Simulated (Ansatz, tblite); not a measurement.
Spin states of NbTe2⁺, each relaxed with r2SCAN-D4/def2-TZVP in Ansatz. Electronic energies in the gas phase.

In the def2 sets Nb, Te take a core potential; there is no spin–orbit coupling. The xTB rows come from tblite. Correlated methods freeze 8 core orbitals; core or outer-core shells of Nb, Te are correlated, in sets that lack core-valence functions. The structure comes from a short search, and lower isomers may exist.

Singlet geometry (C2v within 0.1 Å):

| atom | x (Å) | y (Å) | z (Å) |
| --- | --- | --- | --- |
| Nb1 | -0.076 | -0.555 | -0.811 |
| Te2 | -1.886 | 0.065 | 0.731 |
| Te3 | 1.962 | 0.491 | 0.081 |

Triplet geometry (C2v within 0.1 Å):

```xyz
3

Nb    0.8306    0.7875    0.1799
Te   -0.5945   -0.6074    1.6725
Te   -0.2361   -0.1801   -1.8524
```

Quintet geometry (Cs within 0.1 Å):

```csv
atom,x (Å),y (Å),z (Å)
Nb1,0.143,1.268,-0.994
Te2,-0.963,-0.038,1.273
Te3,0.820,-1.230,-0.279
```

Run but left out: HF/def2-TZVP, B2PLYP/def2-TZVP, MP2/def2-TZVP (singlet: restricted singlet, unstable towards broken spin symmetry).

Only these spin states were relaxed. Higher spins weren't run and may lie lower. The quintet has other bonds than the singlet, so the gap mixes isomer and spin.

```json
{"level": "revPBE-D4/def2-TZVP", "triplet − singlet (kcal/mol)": "0.2", "quintet − singlet (kcal/mol)": "17.6", "lowest of these": "tie", "remarks": "restricted, untested (singlet)"}
{"level": "BLYP-D4/def2-TZVP", "triplet − singlet (kcal/mol)": "0.4", "quintet − singlet (kcal/mol)": "23.7", "lowest of these": "tie", "remarks": "restricted, untested (singlet)"}
{"level": "r2SCAN0-D4/def2-TZVP", "triplet − singlet (kcal/mol)": "-6.7", "quintet − singlet (kcal/mol)": "-5.7", "lowest of these": "triplet", "remarks": "–"}
{"level": "RPA@PBE/def2-TZVP", "triplet − singlet (kcal/mol)": "1.7", "quintet − singlet (kcal/mol)": "20.6", "lowest of these": "singlet", "remarks": "–"}
```

(1) Estimate the rows for GFN2-xTB, PBE-D4/def2-TZVP, r2SCAN-D4/def2-TZVP, PBE0-D4/def2-TZVP.

(2) How do the metal–ligand distances follow the spin state?

Answers

(1) 
```csv
level,triplet − singlet (kcal/mol),quintet − singlet (kcal/mol),lowest of these
GFN2-xTB,4.1,35.5,singlet
PBE-D4/def2-TZVP,0.4,19.1,tie
r2SCAN-D4/def2-TZVP,-2.9,8.5,triplet
PBE0-D4/def2-TZVP,-3.3,3.1,triplet
```

The xTB methods have no term that favours high spin, so they put low spin too low.

(2) 
```json
{"state": "singlet", "donor atoms": "2", "mean metal–ligand distance (Å)": "2.458", "range (Å)": "2.46–2.46", "Mulliken spin on the metal (PBE0)": "0"}
{"state": "triplet", "donor atoms": "2", "mean metal–ligand distance (Å)": "2.491", "range (Å)": "2.49–2.49", "Mulliken spin on the metal (PBE0)": "1.28"}
{"state": "quintet", "donor atoms": "2", "mean metal–ligand distance (Å)": "2.763", "range (Å)": "2.69–2.84", "Mulliken spin on the metal (PBE0)": "3.24"}
```

⟨S²⟩ at PBE0-D4/def2-TZVP: singlet 0.00 (pure 0.00), triplet 2.06 (pure 2.00), quintet 6.03 (pure 6.00).
